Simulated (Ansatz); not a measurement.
Z-matrix (Å, degrees):
```
C
Si 1 1.864
H 1 1.092 2 110.6
H 1 1.092 2 110.6 3 120.0
H 1 1.093 2 110.9 3 -120.2
C 2 1.884 1 111.2 3 60.0
H 2 1.486 1 111.4 3 -60.7
H 2 1.492 1 110.6 3 178.5
Br 6 1.949 2 110.1 1 -60.3
H 6 1.090 2 112.6 1 58.2
H 6 1.089 2 112.4 1 -178.6
```

Total charge 0; spin multiplicity 1.

Task: List the B3LYP/def2-TZVPP orbital energies in eV (Ansatz). (Estimate.)

Result: The calculation gave: Occupied: -13139.06, -1798.88, -1700.69, -1532.42, -1532.32, -1532.32, -277.99, -276.51, -236.47, -177.42, -177.10, -177.10, -143.43, -98.75, -98.74, -98.73, -71.69, -71.60, -71.60, -71.35, -71.35, -22.02, -19.31, -18.16, -13.98, -12.36, -11.59, -11.34, -10.85, -9.68, -9.18, -9.03, -7.73, -7.47. Lowest empty: -0.53, 0.66, 0.89, 1.45, 1.93, 2.14, 2.22, 2.71.

B3LYP here is the variant with VWN-RPA as its local correlation; programs differ in this.
